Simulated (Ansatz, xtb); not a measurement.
**C4H6ClFO: which of two isomers lies lower**

We compare a, `CC[C@H](F)C(=O)Cl`, a singlet, with b, `C[C@@H](C=O)[C@@H](F)Cl`, a singlet. Both are isolated molecules in the gas phase, relaxed with B3LYP-D3(BJ)/def2-SVP, each in the lowest conformer that the search found.

Task: Estimate E(b) − E(a) at the level CCSD(T)/def2-SVP + ΔMP2/def2-TZVPP.

Result: Calculated at CCSD(T)/def2-SVP + ΔMP2/def2-TZVPP: E(b) − E(a) = +0.338 eV, so structure a lies lower.

Level by level:

| level | geometry | E(b) − E(a) (eV) | departure from the last row (eV) | job, with rough time for the two |
| --- | --- | --- | --- | --- |
| GFN2-xTB | GFN2-xTB | +0.544 | +0.205 | optimisation, 0.15 s |
| HF/STO-3G | GFN2-xTB | +0.340 | +0.001 | single point, 0.36 s |
| r2SCAN-D4/def2-SVP | GFN2-xTB | +0.466 | +0.128 | single point, 3.5 s |
| B3LYP-D3(BJ)/def2-SVP | B3LYP-D3(BJ)/def2-SVP | +0.418 | +0.079 | optimisation, 53 s |
| HF/def2-SVP | B3LYP-D3(BJ)/def2-SVP | +0.251 | −0.087 | part of the CCSD(T) run |
| MP2/def2-SVP | B3LYP-D3(BJ)/def2-SVP | +0.376 | +0.038 | part of the CCSD(T) run |
| CCSD(T)/def2-SVP | B3LYP-D3(BJ)/def2-SVP | +0.337 | −0.001 | single point |
| CCSD(T)/def2-SVP + ΔMP2/def2-TZVPP | B3LYP-D3(BJ)/def2-SVP | +0.338 |  | single point, 62 s |

As drawn, both hold the same kinds of bond in the same numbers.

None of the levels shown reverses the order. The largest departure from CCSD(T)/def2-SVP + ΔMP2/def2-TZVPP is that of GFN2-xTB, 0.205 eV. The last row adds to CCSD(T) the change of the MP2 difference between the two basis sets, here +0.001 eV.

With thermal terms from frequencies at re-optimised GFN2-xTB minima (ideal gas, soft modes damped towards free rotors, one conformer each, 298.15 K, 1 atm): on the last row, ΔE + ΔZPE = +0.301, ΔH = +0.304, ΔG = +0.294 eV.

The correlated steps freeze 11 core orbitals. Codes used: Ansatz 0.2.0, xtb 6.7.1; the last row on 4 threads of Arm Neoverse V1 on a shared host.
